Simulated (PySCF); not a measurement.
1-[amino(fluoro)boranyl]propane (C3H9BFN), SMILES CCCB(N)F. Heavy atoms are numbered as in [CH3:1][CH2:2][CH2:3][B:4]([NH2:5])[F:6]. Hydrogens are named by the atom that carries them.

Coordinates come from a B3LYP-D3(BJ)/def2-SVP optimisation. Other conformers were not sampled.

The numbers are results of PBE/pcSseg-1 run with PySCF, not measurements.

GIAO shieldings, no solvent; atoms alike by connectivity are averaged. δ = σ(ref) − σ: ¹³C against TMS (σ = 182.0 ppm); ¹¹B against BF3 (σ = 83.9 ppm); ¹⁵N against NH3 (σ = 267.0 ppm); ¹⁹F against CFCl3 (σ = 133.6 ppm); ¹H against TMS (σ = 31.49 ppm), references at their B3LYP-D3(BJ)/def2-TZVP geometries, non-relativistic.

```
nucleus     atoms  count  δ (ppm)
-------  --------  -----  -------
¹³C      C2 (CH2)      1     25.0
¹³C      C3 (CH2)      1     22.6
¹³C      C1 (CH3)      1     22.0
¹¹B            B4      1     21.2
¹⁵N      N5 (NH2)      1     86.7
¹⁹F            F6      1   -131.1
¹H        H on N5      2     3.17
¹H        H on C2      2     1.49
¹H        H on C1      3     1.33
¹H        H on C3      2     1.03
```
